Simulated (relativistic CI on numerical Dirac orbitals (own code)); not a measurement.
d5 in a ligand field

Computed with a parametric ligand-field model of a d^n configuration (Racah B and C, spin-orbit zeta, crystal field), exact diagonalisation.

Field parameters in Wybourne normalisation: Td as Oh with Dq negative (B⁴₀ = 21Dq, B⁴₄ = √(5/14) B⁴₀). The field is a parameter set, without covalency.

B = 1080 cm⁻¹, C = 5340 cm⁻¹ (C/B = 4.94), Td, no spin-orbit coupling. Tanabe-Sugano data, E/B above the lowest term (Δ = |10Dq|; b, c mark the second and third term of a kind):

```tsv
Δ/B	6A1	4T1	4T2	4T2(b)	2T2	2A2
1.0	0.00	34.60	34.70	41.68	50.40	50.47
1.9	0.00	34.30	34.65	41.59	49.99	50.24
2.8	0.00	33.85	34.57	41.44	49.33	49.89
3.7	0.00	33.29	34.44	41.24	48.43	49.44
4.6	0.00	32.65	34.28	41.01	47.34	48.91
5.5	0.00	31.97	34.08	40.76	46.09	48.31
6.4	0.00	31.24	33.84	40.50	44.74	47.66
7.3	0.00	30.49	33.54	40.24	43.31	46.98
8.2	0.00	29.70	33.20	39.98	41.80	46.25
9.1	0.00	28.91	32.80	39.74	40.27	45.50
10.0	0.00	28.10	32.36	39.53	38.71	44.74
10.9	0.00	27.28	31.87	39.33	37.12	43.95
11.8	0.00	26.45	31.34	39.15	35.51	43.16
12.7	0.00	25.61	30.76	38.99	33.87	42.34
13.6	0.00	24.77	30.15	38.86	32.23	41.52
14.5	0.00	23.93	29.51	38.74	30.58	40.70
15.4	0.00	23.08	28.84	38.64	28.92	39.86
16.3	0.00	22.22	28.14	38.55	27.25	39.02
17.2	0.00	21.35	27.42	38.47	25.55	38.17
18.1	0.00	20.49	26.69	38.40	23.87	37.32
19.0	0.00	19.63	25.94	38.34	22.18	36.47
19.9	0.00	18.77	25.17	38.29	20.48	35.61
20.8	0.00	17.90	24.40	38.24	18.78	34.75
21.7	0.00	17.02	23.60	38.20	17.05	33.88
```

The ground term stays 6A1.
